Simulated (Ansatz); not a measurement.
`BBCC` → `BBC` + `[CH2]` (triplet) at 298.15 K and 1 bar (formal loss of a carbene).

Program: Ansatz. Geometries: PBE0-D4/def2-TZVP. ΔE: electronic, gas phase. CCSD(T)/CBS is the MP2 limit (def2-TZVPP, def2-QZVPP) plus CCSD(T) − MP2 in def2-TZVPP, frozen cores. This one scheme is used for every species. Triplets are unrestricted, without spin–orbit coupling. Each species was taken in one conformer, which may not be the lowest.

```json
{"species": "`BBCC`", "CCSD(T)/CBS energy (Eh)": "-130.45894", "H − E (kJ/mol)": "272.2", "S (J/(mol·K))": "323.9"}
{"species": "`BBC`", "CCSD(T)/CBS energy (Eh)": "-91.20122", "H − E (kJ/mol)": "193.6", "S (J/(mol·K))": "291.4"}
{"species": "`[CH2]` (triplet)", "CCSD(T)/CBS energy (Eh)": "-39.09499", "H − E (kJ/mol)": "55.4", "S (J/(mol·K))": "195.3"}
```

H − E and S are ideal-gas, rigid-rotor, harmonic terms from PBE0-D4/def2-TZVP, for one conformer and one mirror image of each species, with the whole ground term of open shells counted as degenerate. 1 Eh = 2625.50 kJ/mol, R = 8.31446 J/(mol·K).

By hand: ΔE, ΔH, ΔS and ΔG.

ΔE = (-91.20122) + (-39.09499) − (-130.45894) = 0.16273 Eh = 427.2 kJ/mol. Δ(H − E) = 193.6 + 55.4 − 272.2 = -23.2, so ΔH = 404.0 kJ/mol. ΔS = 291.4 + 195.3 − 323.9 = 162.8 J/(mol·K). ΔG = 404.0 − 298.15 × (162.8)/1000 = 355.5 kJ/mol.

By hand: the equilibrium constant, and the temperature at which ΔG would vanish if ΔH and ΔS stayed fixed.

log₁₀ K = −ΔG/(RT ln 10) = -62.3. ΔG = 0 at ΔH/ΔS = 2482 K.

The number of gas molecules changes by +1, which sets the sign of ΔS. A doubt of 5 kJ/mol in ΔE shifts log₁₀ K by 0.9 here. Other conformers and mirror images would add mixing entropy, several J/(mol·K) or more a flexible species. Modes under 60 cm⁻¹, often nearly free rotors, make the harmonic entropy too high. A triplet takes part, so the spin changes. These are equilibria of isolated gas molecules and say nothing of rates. Largest T1 diagnostic: 0.011 (customary marks: 0.02 for closed shells, 0.045 for open ones).
